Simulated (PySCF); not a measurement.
PySCF job for CH₆BeOSSi, SMILES C[S][Be][O][SiH3], PBE/pcSseg-1. Coordinates come from a PBE-D3(BJ)/def2-SVP optimisation. The structure was generated by enumeration; whether it is a known compound was not checked. One conformer was computed; it need not be the lowest.

```python
import numpy as np
from pyscf import gto, scf, dft
from pyscf.prop.nmr import rks as nmr

mol = gto.M(
    atom='''
    Be   -0.05901599    0.38644285   -0.13043792
    S    -1.52762616    1.57113755    0.13916841
    C    -2.63100008    0.51214064    1.17989655
    H    -2.94919397   -0.40128255    0.64273150
    H    -3.52970429    1.11865410    1.40004208
    H    -2.15173100    0.23763011    2.13858019
    O     1.04656603   -0.48519653   -0.34257907
    Si    2.32598050   -1.52194600   -0.58813844
    H     1.84370558   -2.78610331   -1.24601920
    H     2.96496983   -1.87028970    0.72855508
    H     3.34978165   -0.86660850   -1.47364124
    ''',
    basis='pcSseg-1',
    charge=0,
    spin=0,
    max_memory=1600,
    verbose=3,
)
mf = dft.RKS(mol, xc='pbe')
mf.grids.level = 3
mf.conv_tol = 1e-10
mf.max_cycle = 100
mf.kernel()
n = nmr.NMR(mf)
n.verbose = 2
n.max_cycle_cphf = 60
sigma = n.kernel()
print('atom   isotropic/ppm   span/ppm')
for i, s in enumerate(sigma):
    w = np.linalg.eigvalsh((s + s.T) / 2)
    print(f'{mol.atom_symbol(i):2s}{i + 1:3d} {w.mean():14.3f} {w[2] - w[0]:11.3f}')
```

It prints:

```
converged SCF energy = -818.963657445366
atom   isotropic/ppm   span/ppm
Be  1         97.237      93.104
S   2        704.292     216.285
C   3        167.510      28.783
H   4         28.886      13.183
H   5         29.114      13.490
H   6         28.888      13.184
O   7        276.324      81.545
Si  8        373.245     130.572
H   9         25.721       7.707
H  10         25.724       7.720
H  11         25.739       7.806
```

The calculation finished and met its thresholds.
